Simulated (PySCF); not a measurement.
C₃H₆FNSi, SMILES N#CCC[SiH2]F.

The structure is a stationary point at B3LYP-D3(BJ)/def2-SVP. This is a generated structure with no PubChem entry under its InChIKey; it may be hypothetical. One conformer was computed; it need not be the lowest.

Two levels are set side by side: TDA-PBE/def2-SVPD (PySCF) and TDA-CAM-B3LYP/def2-SVPD (PySCF). Vertical, same geometry. The lowest singlet is HOMO→LUMO 97 % with PBE and HOMO−1→LUMO+2 14 %, HOMO−2→LUMO+2 11 %, HOMO→LUMO+1 7 %, HOMO−1→LUMO 7 % with the other functional; states are paired by order. Differences are taken from unrounded values.

| quantity | TDA-CAM-B3LYP |
|---|---|
| lowest singlet excitation (eV) | 7.61 |
| lowest triplet excitation (TDA) (eV) | 6.26 |

What does TDA-PBE give, and how far is it from TDA-CAM-B3LYP? (An estimate is asked for; the answer gives what the named calculation found.)


```
quantity                              TDA-PBE  TDA-PBE minus TDA-CAM-B3LYP
------------------------------------  -------  ---------------------------
lowest singlet excitation (eV)           6.81                        -0.80
lowest triplet excitation (TDA) (eV)     6.25                         0.00
```

A lower first singlet is the usual sign of a functional without exact exchange. Differences between two approximate levels are no errors against the true value.

Rough cost on one machine, each run with all the roots and properties that it gave: TDA-CAM-B3LYP against TDA-PBE about 4 times.
